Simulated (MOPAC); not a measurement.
MOPAC input (AM1):

```
AM1 PRECISE GNORM=0.05 LET XYZ UHF MS=0.5 GEO-OK AUX(PRECISION=9) THREADS=1
CH5S2Si

C    -2.06059200 1   -0.33352200 1    0.18331400 1
Si   -0.29253800 1   -0.31177300 1   -0.45405000 1
S     0.87583800 1   -1.28652500 1    1.06862900 1
S     0.44039600 1    1.68257500 1   -0.85701000 1
H    -2.72848500 1    0.11279500 1   -0.55384500 1
H    -2.13356500 1    0.24286600 1    1.10911500 1
H    -2.38627900 1   -1.35641800 1    0.37965600 1
H     2.06011000 1   -1.00391900 1    0.50038600 1
H     0.58755800 1    2.03381000 1    0.43560700 1
```

From the output:

```
                                                       MOPAC v23.2.5 Linux

          FINAL HEAT OF FORMATION =         -8.64282 KCAL/MOL =     -36.16155 KJ/MOL

          COSMO AREA              =        140.04 SQUARE ANGSTROMS
          COSMO VOLUME            =        135.13 CUBIC ANGSTROMS

          GRADIENT NORM           =          0.03392          =       0.01131 PER ATOM
          IONIZATION POTENTIAL    =          8.521336 EV
          ALPHA SOMO LUMO (EV)    =         -8.521 -1.734
          BETA  SOMO LUMO (EV)    =         -9.635 -1.504
          NO. OF ALPHA ELECTRONS  =         13
          NO. OF BETA  ELECTRONS  =         12
          MOLECULAR WEIGHT        =        109.2560         POINT GROUP:  C1

          MOLECULAR DIMENSIONS (Angstroms)

            Atom       Atom       Distance
            H     8    H     5     5.12034
            H     9    H     7     4.37686
            H     8    H     6     1.65744

          SCF CALCULATIONS        =         59

   ATOM   CHEMICAL          X               Y               Z
  NUMBER   SYMBOL      (ANGSTROMS)     (ANGSTROMS)     (ANGSTROMS)

     1       C         -2.06401865  *  -0.27454505  *   0.18288166  *
     2      Si         -0.33799887  *  -0.23174426  *  -0.24287038  *
     3       S          0.98970176  *  -1.53559671  *   1.02407628  *
     4       S          0.58699979  *   1.76321001  *  -0.75295400  *
     5       H         -2.70545228  *   0.10770337  *  -0.64886683  *
     6       H         -2.30369917  *   0.33506550  *   1.08802402  *
     7       H         -2.40493050  *  -1.31767468  *   0.40044519  *
     8       H          2.12071524  *  -1.25438060  *   0.38588591  *
     9       H         -0.52450441  *   2.48234404  *  -0.80343831  *

                             CARTESIAN COORDINATES

   1    C       -2.064018654    -0.274545054     0.182881662
   2   Si       -0.337998873    -0.231744259    -0.242870383
   3    S        0.989701762    -1.535596714     1.024076285
   4    S        0.586999793     1.763210014    -0.752954001
   5    H       -2.705452281     0.107703372    -0.648866827
   6    H       -2.303699166     0.335065495     1.088024023
   7    H       -2.404930501    -1.317674684     0.400445190
   8    H        2.120715237    -1.254380600     0.385885913
   9    H       -0.524504406     2.482344041    -0.803438312

           Empirical Formula: C H5 Si S2  =     9 atoms

      MOLECULAR POINT GROUP   :   C1

          ALPHA EIGENVALUES
 -29.59762 -19.15493 -19.11181 -15.51521 -14.98220 -14.52158 -14.03636 -13.27876
 -12.06183 -11.59417 -10.97302  -9.79996  -8.52134  -1.73371  -1.45576   0.86228
   1.20315   1.48697   3.64162   3.67185   4.54581

           BETA EIGENVALUES
 -29.62054 -19.09349 -19.01977 -15.28501 -14.87087 -14.26174 -13.99338 -13.19560
 -11.93505 -11.50795 -10.31820  -9.63468  -1.50420  -1.15794  -0.79399   1.09434
   1.26485   1.64148   3.64930   3.67126   4.54359

              NET ATOMIC CHARGES AND DIPOLE CONTRIBUTIONS

  ATOM NO.   TYPE          CHARGE      No. of ELECS.   s-Pop       p-Pop
    1          C          -0.537655        4.5377     1.25959     3.27807
    2         Si           0.620819        3.3792     0.95099     2.42819
    3          S          -0.292235        6.2922     1.91768     4.37456
    4          S          -0.316223        6.3162     1.91837     4.39785
    5          H           0.109242        0.8908     0.89076
    6          H           0.107726        0.8923     0.89227
    7          H           0.121151        0.8788     0.87885
    8          H           0.099336        0.9007     0.90066
    9          H           0.087840        0.9122     0.91216
 DIPOLE           X         Y         Z       TOTAL
 POINT-CHG.    -1.179    -0.593    -1.190     1.777
 HYBRID        -1.239     1.110     0.531     1.746
 SUM           -2.418     0.517    -0.659     2.559

          ATOMIC ORBITAL ELECTRON POPULATIONS

     Atom    s        px        py        pz
    1  C   1.25959   1.13921   1.07480   1.06406
    2 Si   0.95099   0.75389   0.75579   0.91850
    3  S   1.91768   1.21779   1.63998   1.51679
    4  S   1.91837   1.20927   1.31627   1.87231
    5  H   0.89076
    6  H   0.89227
    7  H   0.87885
    8  H   0.90066
    9  H   0.91216

                    (SZ)    =    0.500000
                    (S**2)  =    0.770799

          ATOMIC ORBITAL SPIN POPULATIONS

    Atom   Total    s     px     py     pz
         Atomic
    1  C -0.0552 -0.007 -0.034 -0.005 -0.008
    2 Si  0.9623  0.244  0.066  0.136  0.517
    3  S  0.0184  0.003  0.001 -0.043  0.058
    4  S  0.0341  0.006  0.001  0.014  0.014
    5  H  0.0073  0.007
    6  H  0.0253  0.025
    7  H  0.0040  0.004
    8  H  0.0020  0.002
    9  H  0.0018  0.002

 **********************
 *                    *
 * JOB ENDED NORMALLY *
 *                    *
 **********************

 == MOPAC DONE ==
```

The geometry given is a B3LYP-D3(BJ)/def2-TZVP minimum.
